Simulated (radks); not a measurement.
Values are calculated unless marked as measured or tabulated.
Effect of the nuclear size on neutral zinc, [Ar] 3d10 4s2. Level of theory: Dirac Kohn-Sham, BLYP, spin-unpolarised, spherical densities, finite nucleus; Fermi nuclear charge, rms radius 3.9283 fm (a radial shooting solver on a logarithmic mesh with Libxc functionals). The rms radius is varied about that value; shifts are against it.

| rms radius (fm) | total energy shift (eV) | density at nucleus (e/bohr^3) | 1s1/2 shift (meV) | 2s1/2 shift (meV) | 2p1/2 shift (meV) | 3s1/2 shift (meV) |
|---|---|---|---|---|---|---|
| 3.4176 | -0.0570 | 2.529e+04 | -24.2 | -2.31 | 0.200 | -0.336 |
| 3.5748 | -0.0403 | 2.523e+04 | -17.1 | -1.63 | 0.141 | -0.237 |
| 3.9283 | 0 | 2.509e+04 | 0.000 | 0.000 | 0.000 | 0.000 |
| 4.2033 | 0.0338 | 2.5e+04 | 14.4 | 1.37 | -0.118 | 0.199 |
| 4.439 | 0.0645 | 2.492e+04 | 27.4 | 2.61 | -0.226 | 0.380 |

Slopes of the eigenvalues against <r^2> in GHz/fm^2, as finite differences over the two radii next to the reference (eigenvalue slopes, not the field-shift constants of lines): 1s1/2 1560, 2s1/2 148, 2p1/2 -12.8, 3s1/2 21.6.
